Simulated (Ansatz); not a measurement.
The same ligand exchange along the group Sc, Y.

Computed with Ansatz on PBE0-D4/def2-TZVP structures; ΔE is electronic, products minus reactants. CCSD(T)/CBS is the MP2 limit (def2-TZVPP, def2-QZVPP) plus CCSD(T) − MP2 in def2-TZVPP, frozen cores. This one scheme is used for every species. Elements past krypton have def2 core potentials. For Sc, Y outer-core shells are correlated without core-valence functions, which leaves a few kJ/mol of doubt a bond. Scalar relativity is left out up to krypton. One conformer a species, not always the lowest.

```
                                             reaction  CCSD(T)/def2-SVP (kJ/mol)  CCSD(T)/CBS(def2) (kJ/mol)
`[NH2][Sc]([OH])[F]` + H–F → `[OH][Sc]([F])[F]` + NH₃                       -139                        -116
  `[NH2][Y]([OH])[F]` + H–F → `[OH][Y]([F])[F]` + NH₃                       -142                        -129
```

Largest T1 diagnostic: 0.017, for `[OH][Sc]([F])[F]`.
